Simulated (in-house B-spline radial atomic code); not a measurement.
Whole-atom quantities along the 60-electron series, configuration [Xe] 4f6. Computed with a B-spline radial code for spherical atoms: non-relativistic Hartree-Fock, average of the configuration, point nuclei.

This level leaves out relativity, spin-orbit splitting included, which matters for heavy ions.

```json
{"ion": "Sm2+", "Z": "62", "E/Z² (Eh)": "-2.6103", "Σ<r²> (bohr²)": "41.305", "n(0)/Z³ (bohr⁻³)": "0.71077", "Lamb diamagnetic shielding (ppm)": "6808.37", "repulsion over attraction": "0.15612"}
{"ion": "Eu3+", "Z": "63", "E/Z² (Eh)": "-2.6258", "Σ<r²> (bohr²)": "36.676", "n(0)/Z³ (bohr⁻³)": "0.71128", "Lamb diamagnetic shielding (ppm)": "6950.33", "repulsion over attraction": "0.15505"}
{"ion": "Gd4+", "Z": "64", "E/Z² (Eh)": "-2.6409", "Σ<r²> (bohr²)": "33.031", "n(0)/Z³ (bohr⁻³)": "0.71179", "Lamb diamagnetic shielding (ppm)": "7091.71", "repulsion over attraction": "0.1539"}
```
